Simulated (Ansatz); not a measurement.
Stepwise reaction of `[NH2][Ti]([NH2])([NH2])[OH]` with hydrogen fluoride, as a gas-phase model of exchange steps in deposition or etching. ΔE in kJ/mol; ΔG adds harmonic PBE0-D4 terms to CCSD(T)/CBS, at 1 bar.

Calculated with Ansatz (gas phase, PBE0-D4/def2-TZVP geometries, no zero-point term in ΔE). CBS: MP2 limit from def2 TZ/QZ plus the TZ coupled-cluster correction, frozen cores. This one scheme is used for every species. DFT in def2-TZVPP. B3LYP here is the variant with VWN-RPA as its local correlation; programs differ in this. For Ti outer-core shells are correlated without core-valence functions, which leaves a few kJ/mol of doubt a bond. Scalar relativity is left out up to krypton. Each species was taken in one conformer, which may not be the lowest.

```tsv
step	reaction	PBE-D4	B3LYP-D4	ωB97M-V	CCSD(T)/CBS	ΔG(600 K)
1	`[NH2][Ti]([NH2])([NH2])[OH]` + H–F → `[NH2][Ti]([NH2])([OH])[F]` + NH₃	-118.8	-117.9	-119.0	-104.5	-97.7
2	`[NH2][Ti]([NH2])([OH])[F]` + H–F → `[NH2][Ti]([OH])([F])[F]` + NH₃	-108.4	-108.3	-109.7	-95.1	-98.8
3	`[NH2][Ti]([OH])([F])[F]` + H–F → `[OH][Ti]([F])([F])[F]` + NH₃	-104.0	-101.2	-103.2	-89.4	-85.4
```

By hand: ΔE of the 3 steps together at CCSD(T)/CBS.

(-104.5) + (-95.1) + (-89.4) = -289.0 kJ/mol, or -96.3 kJ/mol a step.

In ΔE each step is higher than the one before. All are downhill at CCSD(T)/CBS. ΔG lies between -98.8 and -85.4 kJ/mol a step. PBE-D4 differs from CCSD(T)/CBS by -14.6 to -13.3 kJ/mol a step. Only this route is followed, and other bonds may react first. Isolated molecules leave out the surface, adducts and barriers. Largest T1 diagnostic: 0.024.
